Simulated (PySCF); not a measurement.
# Molecular orbitals of MgCd

r²SCAN at R = 3.589 Å; basis Mg def2-SVP, Cd def2-SVP with ECP28; scalar-relativistic core potentials; PySCF 2.14. State: ¹Σ⁺ (singlet), closed shell. Only the outer orbitals are listed, counted within each symmetry, core potentials removing the inner ones.

```json
{"orbital": "6σ", "occ.": "2", "ε (eV)": "-12.09", "on Mg (%)": "0", "main shells (%)": "100 Cd d"}
{"orbital": "1δ", "occ.": "2", "ε (eV)": "-12.09", "on Mg (%)": "0", "main shells (%)": "100 Cd d"}
{"orbital": "1δ", "occ.": "2", "ε (eV)": "-12.09", "on Mg (%)": "0", "main shells (%)": "100 Cd d"}
{"orbital": "3π", "occ.": "2", "ε (eV)": "-12.09", "on Mg (%)": "0", "main shells (%)": "100 Cd d"}
{"orbital": "3π", "occ.": "2", "ε (eV)": "-12.09", "on Mg (%)": "0", "main shells (%)": "100 Cd d"}
{"orbital": "7σ", "occ.": "2", "ε (eV)": "-6.24", "on Mg (%)": "22", "main shells (%)": "78 Cd s, 18 Mg s"}
{"orbital": "8σ", "occ.": "2", "ε (eV)": "-4.57", "on Mg (%)": "79", "main shells (%)": "78 Mg s, 16 Cd s"}
{"orbital": "9σ", "occ.": "0", "ε (eV)": "-1.65", "on Mg (%)": "59", "main shells (%)": "57 Mg p, 39 Cd p"}
{"orbital": "4π", "occ.": "0", "ε (eV)": "-1.52", "on Mg (%)": "68", "main shells (%)": "68 Mg p, 32 Cd p"}
{"orbital": "4π", "occ.": "0", "ε (eV)": "-1.52", "on Mg (%)": "68", "main shells (%)": "68 Mg p, 32 Cd p"}
```

Problem. Which are the highest filled and the lowest empty level, where do they sit, and how wide is the gap?

Solution. Highest filled 8σ at -4.57 eV (in %: 78 Mg s, 16 Cd s); lowest empty 9σ at -1.65 eV (in %: 57 Mg p, 39 Cd p); the gap at r²SCAN is 2.92 eV.

```json
{
  "bond order (Mayer)": "0.32",
  "⟨S²⟩": "0.000",
  "charge on Mg (Mulliken, basis-dependent)": "-0.04",
  "charge on Mg (Löwdin, basis-dependent)": "-0.02",
  "dipole moment (positive dipole means Mg(−)Cd(+))": "-0.11 D"
}
```

Closed-shell solutions of metal pairs were not tested for spin polarisation, which can lower them a little.
